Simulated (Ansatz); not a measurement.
Reaction (redistribution): `N[SiH](S)Cl` + `[F][GeH2][CH2][GeH3]` → `N[SiH](Cl)[GeH2][F]` + `S[CH2][GeH3]`

Isolated molecules relaxed with PBE0-D4/def2-TZVP in Ansatz; ΔE leaves out vibrations. CCSD(T)/CBS is the MP2 limit (def2-TZVPP, def2-QZVPP) plus CCSD(T) − MP2 in def2-TZVPP, frozen cores. Functionals use def2-TZVPP. B3LYP here is the variant with VWN-RPA as its local correlation; programs differ in this. For Ge outer-core shells are correlated without core-valence functions, which leaves a few kJ/mol of doubt a bond. Scalar relativity is left out up to krypton. One conformer a species, not always the lowest.

`N[SiH](S)Cl`:

```xyz
8

N     0.708    0.030    1.230
Si    0.094   -0.267   -0.320
S    -2.006    0.000   -0.159
Cl    0.776    0.976   -1.828
H     1.608   -0.329    1.504
H     0.458    0.861    1.740
H     0.523   -1.622   -0.722
H    -2.162    0.352   -1.446
```

`[F][GeH2][CH2][GeH3]`:

```xyz
11

F    -2.413   -1.831    0.428
Ge   -1.572   -0.389   -0.090
C     0.299   -0.639    0.337
Ge    1.445    0.875   -0.151
H    -1.830   -0.279   -1.601
H    -2.214    0.768    0.692
H     0.656   -1.532   -0.180
H     0.388   -0.815    1.412
H     1.355    1.131   -1.665
H     0.984    2.140    0.594
H     2.903    0.570    0.225
```

`N[SiH](Cl)[GeH2][F]`:

Z-matrix (Å, degrees):
```
Si
Cl 1 2.081
Ge 1 2.383 2 102.8
N 1 1.697 2 115.4 3 -120.1
H 1 1.480 2 105.9 3 120.6
F 3 1.751 1 108.3 2 175.7
H 3 1.537 1 113.6 2 58.6
H 3 1.540 1 112.7 2 -68.0
H 4 1.007 1 122.0 2 71.4
H 4 1.007 1 121.2 2 -81.9
```

`S[CH2][GeH3]`:

Z-matrix (Å, degrees):
```
C
Ge 1 1.962
S 1 1.808 2 112.6
H 1 1.091 2 111.2 3 -125.2
H 1 1.092 2 108.8 3 116.5
H 2 1.541 1 110.6 3 176.5
H 2 1.539 1 108.3 3 56.9
H 2 1.535 1 109.4 3 -62.4
H 3 1.343 1 97.4 2 -52.6
```

```
             level  ΔE (kJ/mol)  difference from CCSD(T)/CBS
            PBE-D4        102.4                        -17.6
         r2SCAN-D4        115.6                         -4.4
           PBE0-D4        109.8                        -10.2
          B3LYP-D4        107.3                        -12.7
           ωB97X-V        113.6                         -6.4
           ωB97M-V        117.2                         -2.8
            B2PLYP        115.2                         -4.8
               PBE        101.8                        -18.2
            r2SCAN        115.6                         -4.4
              PBE0        109.5                        -10.5
             B3LYP        106.5                        -13.5
     HF/def2-TZVPP        120.3                          0.3
    MP2/def2-TZVPP        129.3                          9.3
SCS-MP2/def2-TZVPP        123.9                          3.9
   CCSD/def2-TZVPP        120.6                          0.6
CCSD(T)/def2-TZVPP        120.6                          0.6
     HF/def2-QZVPP        119.7                         -0.3
    MP2/def2-QZVPP        128.8                          8.8
SCS-MP2/def2-QZVPP        123.8                          3.8
      HF/CBS(def2)        119.6                         -0.4
     MP2/CBS(def2)        128.7                          8.7
    CCSD/CBS(def2)        120.1                          0.1
       CCSD(T)/CBS        120.0                            0
```

Largest T1 diagnostic among the species: 0.011.

From PBE to PBE0 (25 % exact exchange), in def2-TZVPP and without D4, ΔE moves by +7.7 kJ/mol.
